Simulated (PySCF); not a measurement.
C₃H₅BF₂O, SMILES CB(O)/C(F)=C\F. Atoms are numbered in the order given.

```xyz
12

C     -1.8116    -0.8893     0.0000
B     -0.2404    -0.9631     0.0000
O      0.4490    -2.1287     0.0000
C      0.6636     0.3212     0.0000
F      1.9944     0.1343     0.0000
C      0.2617     1.6001     0.0000
F     -1.0221     1.9365     0.0000
H     -2.2925    -1.8803     0.0000
H     -2.1753    -0.3294     0.8768
H     -2.1753    -0.3294    -0.8768
H     -0.1268    -2.8998     0.0000
H      0.9468     2.4536     0.0000
```

The structure is a stationary point at PBE0-D3(BJ)/def2-SVP. The structure was generated by enumeration; whether it is a known compound was not checked. The values are those of a single conformer.

Calculation: PySCF with PBE0/pcSseg-1.

GIAO shieldings, no solvent; atoms alike by connectivity are averaged. δ = σ(ref) − σ: ¹³C against TMS (σ = 186.3 ppm); ¹¹B against BF3 (σ = 88.8 ppm); ¹⁷O against H2O (σ = 334.2 ppm); ¹⁹F against CFCl3 (σ = 167.2 ppm); ¹H against TMS (σ = 31.56 ppm), references at their B3LYP-D3(BJ)/def2-TZVP geometries, non-relativistic.

| nucleus | atoms | count | δ (ppm) |
|---|---|---|---|
| ¹³C | C6 | 1 | 169.5 |
| ¹³C | C4 | 1 | 167.5 |
| ¹³C | C1 | 1 | 9.5 |
| ¹¹B | B2 | 1 | 31.0 |
| ¹⁷O | O3 | 1 | 189.2 |
| ¹⁹F | F7 | 1 | -162.2 |
| ¹⁹F | F5 | 1 | -196.4 |
| ¹H | H12 | 1 | 8.11 |
| ¹H | H11 | 1 | 5.54 |
| ¹H | H8, H9, H10 | 3 | 0.96 |
